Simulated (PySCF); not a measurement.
An equivalent PySCF input for Xe⁺ (xenon, charge +1), [Kr] 4d10 5s2 5p5, 2P determinant, with a scalar-relativistic core potential:

```python
from pyscf import gto, scf, dft, mp, cc
import basis_set_exchange as bse
txt = bse.get_basis("aug-cc-pVQZ-PP", elements=["Xe"], fmt="nwchem", header=False)
cut = txt.index("\nECP")
mol = gto.M(atom="Xe 0 0 0", charge=1, spin=1, symmetry="D2h",
            basis=gto.basis.parse(txt[:cut]),
            ecp={"Xe": gto.basis.parse_ecp(txt[cut:])})
mf = dft.UKS(mol, xc="PBE0")
mf.irrep_nelec = {'Ag': (4, 4), 'B1g': (1, 1), 'B2g': (1, 1), 'B3g': (1, 1), 'B1u': (2, 2), 'B2u': (2, 2), 'B3u': (2, 1)}
mf.kernel()
```

It reaches the same state as the run whose output follows, with an energy that differs only through the grid. The run itself started from symmetry-adapted Hartree-Fock orbitals and held the occupation by maximum overlap, on a logarithmic radial grid, so the iterations belong to that start.

```
SCF conv_tol = 1e-09
number electrons alpha = 13  beta = 12
XC functionals = PBE0
    C. Adamo and V. Barone.,  J. Chem. Phys. 110, 6158 (1999)
    M. Ernzerhof and G. E. Scuseria.,  J. Chem. Phys. 110, 5029 (1999)
cycle= 1 E= -328.923135771747  delta_E= -0.00675  |g|= 0.0177  |ddm|= 0.497
cycle= 2 E= -328.923298087231  delta_E= -0.000162  |g|= 0.00361  |ddm|= 0.0415
cycle= 3 E= -328.923305391733  delta_E= -7.3e-06  |g|= 0.00189  |ddm|= 0.0125
cycle= 4 E= -328.923306317745  delta_E= -9.26e-07  |g|= 0.000432  |ddm|= 0.00441
cycle= 5 E= -328.923306392835  delta_E= -7.51e-08  |g|= 1.2e-05  |ddm|= 0.000749
cycle= 6 E= -328.92330639294  delta_E= -1.06e-10  |g|= 2.11e-06  |ddm|= 3.1e-05
converged SCF energy = -328.92330639294  <S^2> = 0.75362181  2S+1 = 2.0036185
```

Energies and moments cover only the electrons outside the core potential.
